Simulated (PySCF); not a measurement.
## Ta⁺ (tantalum, charge +1) across methods

[Xe] 4f14 5d3 6p1, one real determinant (an excited configuration). All numbers are calculated (PySCF 2.14, scalar relativity through the core potential, in def2-QZVPPD with the def2 core potential (60 electrons)).

| method | E (hartree) | mean ε 5p β (eV) | mean ε 5d α (eV) | mean ε 6p α (eV) | Σ⟨r²⟩ (bohr²) | ⟨S²⟩ |
| --- | --- | --- | --- | --- | --- | --- |
| UHF | -55.90523 | -52.839 | -17.383 | -9.401 | 48.76 | 6.004 |
| r2SCAN | -56.4174 | -46.028 | -12.969 | -7.855 | 47.12 | 6.002 |
| PBE | -56.4061 | -45.308 | -12.650 | -7.793 | 47.34 | 6.001 |
| PBE0 | -56.3793 | -47.461 | -13.967 | -8.294 | 47.42 | 6.001 |
| M06-L | -56.4068 | -45.850 | -12.510 | -7.560 | 47.10 | 6.001 |
| M06 | -56.3291 | -47.432 | -13.563 | -7.986 | 47.82 | 6.000 |
| BLYP | -56.3658 | -45.263 | -12.398 | -7.561 | 47.48 | 6.000 |
| BP86 | -56.4696 | -45.492 | -12.716 | -7.896 | 47.17 | 6.001 |
| LDA | -56.2259 | -45.288 | -12.642 | -7.850 | 47.42 | 6.000 |

⟨L²⟩ = 14.06 against 20 for a pure G term, so this real determinant mixes terms. Energies and moments cover only the electrons outside the core potential. Spin-orbit coupling, absent here, splits the open shell strongly.
